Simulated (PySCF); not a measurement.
Species: pentamethylene sulfone, C₅H₁₀O₂S.
Geometry (PBE0-D3(BJ)/def2-SVP, Å), atoms numbered from 1 in this order:
```
atom  x, y, z in Å
O1    -2.705    0.621    0.546
S2    -1.459    0.364   -0.170
O3    -1.352    0.611   -1.610
C4    -0.125    1.262    0.626
C5     1.221    0.833    0.061
C6     1.495   -0.658    0.253
C7     0.459   -1.562   -0.412
C8    -0.950   -1.332    0.116
H9    -0.226    1.073    1.706
H10   -0.360    2.320    0.433
H11    1.239    1.084   -1.012
H12    2.012    1.428    0.544
H13    2.493   -0.896   -0.148
H14    1.536   -0.884    1.334
H15    0.451   -1.388   -1.500
H16    0.725   -2.620   -0.258
H17   -1.712   -1.932   -0.405
H18   -1.045   -1.508    1.199
```

Computed with PySCF at PBE0/pcSseg-1 and CAM-B3LYP/def2-SVPD, non-relativistic, on one gas-phase PBE0-D3(BJ)/def2-SVP geometry that isn't relaxed in the solvent. The solvent is an IEF-PCM continuum (Bondi radii, 1.10 Å for H, scaled by 1.2). Specific hydrogen bonds and non-electrostatic terms are outside this model.

Gas phase at PBE0/pcSseg-1: HOMO -7.96 eV, LUMO 0.82 eV, dipole 5.06 D.

What does the continuum do to the energy, the frontier levels and the dipole at PBE0/pcSseg-1 in chloroform and acetone?

| solvent | ε | E(solvent) − E(gas) (kJ/mol) | polarisation term (kJ/mol) | distortion of the solute (kJ/mol) | HOMO (eV) | LUMO (eV) | dipole (D) |
| --- | --- | --- | --- | --- | --- | --- | --- |
| chloroform | 4.711 | -32.61 | -36.97 | 4.36 | -7.97 | 1.23 | 6.08 |
| acetone | 20.49 | -43.01 | -50.85 | 7.84 | -7.98 | 1.35 | 6.44 |

The first energy column is the sum of the next two and covers electrostatics alone. From chloroform to acetone the lowering changes by a factor 1.32, Onsager's factor (ε − 1)/(2ε + 1) by 1.30 and ε itself by 4.3.

Which radius a makes the point-dipole formula ΔE = −[(ε − 1)/(2ε + 1)]·μ²/a³ give the value in acetone, with the gas-phase dipole?

μ = 1.991 au and |ΔE| = 0.01638 Eh give a = 2.55 Å; the farthest nucleus lies 2.95 Å from the centroid of the nuclei, so such a sphere wouldn't even hold the nuclei. The formula assumes a rigid point dipole at the centre of a sphere.

Give the dipole vector in the frame of the coordinates (D, pointing from negative to positive charge), gas and acetone.

Gas (4.29, -1.76, 2.03), solvent (5.34, -2.25, 2.80). Its length changes by +27 % and its direction by 2°.

Which Hirshfeld charges (PBE0/pcSseg-1) respond most in acetone (means over atoms taken as equivalent)?

```
          atoms                 environment  gas (e)  solvent (e)  change
          O1/O3             sulfonyl oxygen   -0.328       -0.365  -0.037
 H9/H10/H17/H18          methylene hydrogen   +0.057       +0.066  +0.009
          C4/C8  sp3 carbon bound to sulfur   -0.076       -0.070  +0.006
        H13/H14          methylene hydrogen   +0.042       +0.047  +0.005
          C5/C7             ring CH2 carbon   -0.067       -0.063  +0.004
H11/H12/H15/H16          methylene hydrogen   +0.045       +0.048  +0.003
```

Which Mayer bond orders change most in acetone?

```json
{"bond": "O1–S2", "length (Å)": "1.459", "gas": "1.705", "solvent": "1.665", "change": "-0.040"}
{"bond": "S2–O3", "length (Å)": "1.465", "gas": "1.661", "solvent": "1.629", "change": "-0.032"}
{"bond": "S2–C4", "length (Å)": "1.794", "gas": "0.872", "solvent": "0.887", "change": "+0.015"}
{"bond": "C8–S2", "length (Å)": "1.794", "gas": "0.872", "solvent": "0.887", "change": "+0.015"}
{"bond": "C4–H9", "length (Å)": "1.101", "gas": "0.923", "solvent": "0.915", "change": "-0.008"}
{"bond": "C8–H18", "length (Å)": "1.101", "gas": "0.923", "solvent": "0.915", "change": "-0.008"}
{"bond": "C4–H10", "length (Å)": "1.101", "gas": "0.926", "solvent": "0.919", "change": "-0.007"}
{"bond": "C8–H17", "length (Å)": "1.101", "gas": "0.926", "solvent": "0.919", "change": "-0.007"}
```

Gas phase at CAM-B3LYP/def2-SVPD: HOMO -9.44 eV, LUMO 0.87 eV, dipole 5.44 D.

What does the continuum do to the energy, the frontier levels and the dipole at CAM-B3LYP/def2-SVPD in chloroform and acetone?

```
   solvent      ε  E(solvent) − E(gas) (kJ/mol)  polarisation term (kJ/mol)  distortion of the solute (kJ/mol)  HOMO (eV)  LUMO (eV)  dipole (D)
chloroform  4.711                        -35.84                      -41.35                               5.51      -9.45       1.17        6.65
   acetone  20.49                        -47.50                      -57.56                              10.06      -9.46       1.16        7.09
```

The atom shares or the degeneracy of the LUMO differ from the gas phase in chloroform and acetone, so that column needn't follow one orbital.

How does the static polarisability (CAM-B3LYP/def2-SVPD, frozen core, with the continuum's full static response) change?

```csv
medium,isotropic (au),principal values (au),⟨r²⟩ of the electrons (bohr²)
gas,82.0,"74.6, 82.2, 89.2",1017.3
chloroform,102.3,"95.5, 101.8, 109.7",1017.4
acetone,110.9,"105.7, 109.7, 117.4",1017.5
```

The isotropic value in acetone is 1.35 times the gas-phase one; no cavity-field correction is applied. ⟨r²⟩ is taken about the centre of nuclear charge.
